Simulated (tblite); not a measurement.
Compound: C₄H₁₀GeO.
SMILES with atom numbers: `[CH3:1]/[CH:2]=[C:3](/[CH3:4])[O:5][GeH3:6]` (hydrogens: H7, H8, H9 on C1; H10 on C2; H11, H12, H13 on C4; H14, H15, H16 on Ge6)

Structure used (GFN2-xTB), in Å, numbered top down from 1:
```
atom  x, y, z in Å
C1    -2.1096   -0.9490   -0.0739
C2    -1.4161    0.3563    0.1396
C3    -0.1384    0.5954   -0.1351
C4     0.5365    1.9104    0.1144
O5     0.6536   -0.3614   -0.7163
Ge6    2.0411   -1.2161   -0.1002
H7    -2.8374   -0.8661   -0.8813
H8    -1.3933   -1.7247   -0.3352
H9    -2.6447   -1.2445    0.8281
H10   -2.0162    1.1590    0.5412
H11   -0.1710    2.6477    0.4806
H12    0.9919    2.2726   -0.8069
H13    1.3306    1.7772    0.8525
H14    3.1578   -0.2678    0.2451
H15    1.6566   -2.0121    1.1170
H16    2.3511   -2.0680   -1.2809
```

Calculated harmonic vibrations of the isolated species, GFN2-xTB (tblite), most abundant isotopes, no scaling. The method is semi-empirical: single wavenumbers can be off by several per cent or more. Modes of hydrogen on germanium can be 10 to 20 % off. One conformer, not necessarily the lowest. The optimisation stopped once no atom felt more than 0.01 eV/Å.

Lowest wavenumbers of the output (negative numbers stand for imaginary wavenumbers):
```
mode    cm-1
  1     -34.0
  2      93.7
  3      98.2
  4     128.9
  5     140.8
  6     232.5
  7     233.6
  8     389.9
```

Is this structure a minimum?

Not by this Hessian. 1 mode is imaginary beyond 20i (34i cm⁻¹), so at this level the point lies at or near a first-order saddle. The curvature is small, so loose convergence or finite differences may be the whole cause.

Which atoms move in the imaginary mode?

34i: O5 (oxygen bonded to C and Ge) 23 %, C1 (allylic carbon) 17 %, Ge6 (germanium bonded to O and 3 H) 13 %. These are shares of the mass-weighted motion.

What is the remedy?

Step along that mode in both directions, optimise again with tighter thresholds and repeat the frequencies. The zero-point energy of this point (76.3 kcal/mol) counts the 41 real modes alone, and thermal corrections from it aren't those of a minimum.
